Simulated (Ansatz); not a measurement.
HfOF, SMILES [O]=[Hf][F] (connectivity only; charge and spin as stated), neutral, multiplicity 2.

Geometry: PBE-D3(BJ)/def2-TZVP. The spin state was assumed, not searched. The def2 effective core potentials stand for the cores of Hf; spin–orbit coupling is left out.

Two levels are set side by side: PBE/def2-TZVPD (Ansatz, a first-principles code) and PBE0/def2-TZVPD (Ansatz). Energy differences of separate SCF runs at the same geometry; the states with an electron removed or added have multiplicity 1 and 1. Differences are taken from unrounded values.

```csv
quantity,PBE0,PBE,PBE minus PBE0
vertical ionisation energy (eV),7.88,7.82,-0.06
vertical electron affinity (eV),1.65,1.63,-0.01
```

Here PBE gives about what the other level gives.
